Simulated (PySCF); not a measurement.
Computed IR spectrum (relative IR intensity) of a molecule CH7ClOSi3. Coordinates come from a PBE0-D3(BJ)/def2-SVP optimisation. Other conformers were not sampled. Level of theory: PBE0-D3(BJ)/def2-SVP (PySCF). Frequencies are harmonic and unscaled.

Lines under 2 % of the strongest are left out, and lines within 2 cm⁻¹ are merged.

ν (cm⁻¹): 120 (vw), 222 (w), 337 (s), 382 (m), 407 (w), 520 (m), 557 (vw), 574 (m), 625 (m), 635 (w), 671 (w), 687 (w), 736 (w), 777 (vs), 827 (vs), 899 (vs), 922 (w), 1002 (w), 1059 (m), 1230 (m), 1312 (m), 2198 (vs), 2205 (m), 2217 (s), 2236 (s), 2245 (s), 3057 (w), 3846 (m) (against the strongest line: vs over 80 %, s over 45 %, m over 15 %, w over 4 %, vw less)

**Question.** Which structure fits?
A. [SiH3][C@@H]1[SiH2]O[Si@@H]1Cl
B. Cl[SiH2][Si@H]1OC[SiH2]1
C. Cl[SiH2][C@@H]1O[SiH2][SiH2]1
D. O[C@H]1[SiH2][Si@@H](Cl)[SiH2]1

**Answer.** D, O[C@H]1[SiH2][Si@@H](Cl)[SiH2]1
